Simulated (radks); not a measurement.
The numbers below are computed, except where a source is named.
Q: Species: neutral silicon. Configuration: [Ne] 3s2 3p2. Level of theory: scalar-relativistic Kohn-Sham, PBE, spin-polarised, spherical densities, finite nucleus; open shells are filled with parallel spins first; Fermi nuclear charge, rms radius 3.1224 fm (a radial shooting solver on a logarithmic mesh with Libxc functionals). Some entries of the table are withheld. Estimate them.

orbital,occ.,eigenvalue (hartree),r(max) (bohr)
1s up,1,-65.62407,0.07261
1s down,1,-65.61881,0.07261
2s up,1,(1),0.4544
2s down,1,(2),0.4546
2p up,3,(3),(4)
2p down,3,(5),(6)
3s up,1,-0.41799,1.798
3s down,1,-0.35624,1.772
3p up,2,-0.16981,2.156
3p down,0,-0.10993,2.153

A: 
(1) 2s up eigenvalue (hartree): -5.11957
(2) 2s down eigenvalue (hartree): -5.11371
(3) 2p up eigenvalue (hartree): -3.50568
(4) 2p up r(max) (bohr): 0.3878
(5) 2p down eigenvalue (hartree): -3.49793
(6) 2p down r(max) (bohr): 0.3880
